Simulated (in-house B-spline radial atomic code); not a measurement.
Results of a calculation; reference values are marked as such.
**Correlation energy from the adiabatic connection: −V exp(−r²/w²), V = 19.9, w = 2.61**

Two electrons in a singlet, external potential −V exp(−r²/w²), V = 19.9, w = 2.61 (atomic units). Full CI in B-splines (partial waves to l = 8, correlation up to 0.6 % small) with the density held fixed gives W(λ) = <V_ee>_λ − U, and E_c is the integral of W(λ) − W(0) from 0 to 1.

```json
{"λ": "0", "W(λ) − W(0) (hartree)": "0.00000"}
{"λ": "0.02", "W(λ) − W(0) (hartree)": "-0.00197"}
{"λ": "0.05", "W(λ) − W(0) (hartree)": "-0.00490"}
{"λ": "0.12", "W(λ) − W(0) (hartree)": "-0.01160"}
{"λ": "0.25", "W(λ) − W(0) (hartree)": "-0.02353"}
{"λ": "0.4", "W(λ) − W(0) (hartree)": "-0.03654"}
{"λ": "0.6", "W(λ) − W(0) (hartree)": "-0.05272"}
{"λ": "0.8", "W(λ) − W(0) (hartree)": "-0.06769"}
{"λ": "1", "W(λ) − W(0) (hartree)": "-0.08155"}
```

(1) Integrate the table by the trapezoid rule.

(2) Now use only three numbers: W(0) = -1.1386, the initial slope W'(0) = -0.09906 (extrapolated from the first points) and the strong-coupling limit of the point-charge-plus-continuum model, W∞ = -1.5618. What do second-order theory and the interpolation W(λ) = W∞ + (W(0) − W∞)/√(1 + 2χλ) of Seidl, Perdew and Levy give?

Results:

(1) The strips give -0.00002, -0.00010, -0.00058, -0.00228, -0.00451, -0.00893, -0.01204, -0.01492, which sum to -0.04338 hartree. The direct value, W(1) − W(0) + T_c with T_c = 0.03809, is -0.04346; the curve is convex, so chords lie above it and the trapezoids fall short in size by 0.18 %.

(2) Second order keeps the slope alone: E_c = W'(0)/2 = -0.04953, +14 % in size against -0.04346. Matching the slope fixes χ = W'(0)/(W∞ − W(0)) = -0.09906/(-0.42320) = 0.23407. Integrating, with s = √(1 + 2χ) = 1.211671, E_c = −(W(0) − W∞)(s − 1)/(s + 1) = −0.42320 × 0.211671/2.211671 = -0.04050 hartree, -6.8 % in size against the full result. At λ = 1 the formula gives W − W(0) = -0.07393 against -0.08155. Part of the miss can come from the model's W∞.
